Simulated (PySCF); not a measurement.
Choosing a molecule for a target property.

Each SMILES stands for a single optimised conformer of the isolated species, non-relativistic unless stated; the electronic structure was computed with PySCF and density fitting.

The conformers computed, where there is a choice (atom-mapped SMILES and torsion angles):
- `[CH2:1][O:2][C:3](=[CH2:4])[C@@H:5]([CH3:6])[CH:7]=[CH2:8]`: C1–O2–C3–C4 2°, O2–C3–C5–C6 -62°, C3–C5–C7–C8 111°
- `[CH3:1][C:2]1[O:3][C@:4]1([F:5])[CH:6]=[O:7]`: O3–C4–C6–O7 -39°
- `[CH2:1]=[CH:2][CH2:3][C:4]([CH3:5])[C:6]([CH3:7])=[O:8]`: C1–C2–C3–C4 -123°, C2–C3–C4–C5 -93°, C3–C4–C6–C7 2°
- `[PH2+:1][SiH2:2][Cl:3]`: H–P1–Si2–Cl3 -94°, H–P1–Si2–Cl3 19°

(1) Wanted: isotropic g value below 2.003 (unrestricted B3LYP/pcH-1, mean-field spin–orbit) and smallest rotational constant above 1.6 GHz (GFN2-xTB), at GFN2-xTB geometries. Which candidate meets both?
A. `O=C(C)[C](CC=C)C` [radical]
B. `C[C]1O[C@]1(F)C=O` [radical]
C. `O=C1C=CC[C](F)C1` [radical]
D. `C1(=[C]\[H])/CN=C1C#N` [radical]
E. `[SiH2]([PH2+])Cl` [radical]
F. `[CH2]OC(=C)[C@@H](C)C=C` [radical]

Answers

(1) D. Computed values:
| species | isotropic g value | smallest rotational constant |
| --- | --- | --- |
| C1(=[C]\[H])/CN=C1C#N [radical] | 2.00213 | 1.664 GHz |
| [CH2]OC(=C)[C@@H](C)C=C [radical] | 2.00297 | 1.318 GHz |
| C[C]1O[C@]1(F)C=O [radical] | 2.00308 | 1.752 GHz |
| O=C1C=CC[C](F)C1 [radical] | 2.00389 | 1.451 GHz |
| O=C(C)[C](CC=C)C [radical] | 2.00449 | 1.109 GHz |
| [SiH2]([PH2+])Cl [radical] | 2.00929 | 1.978 GHz |
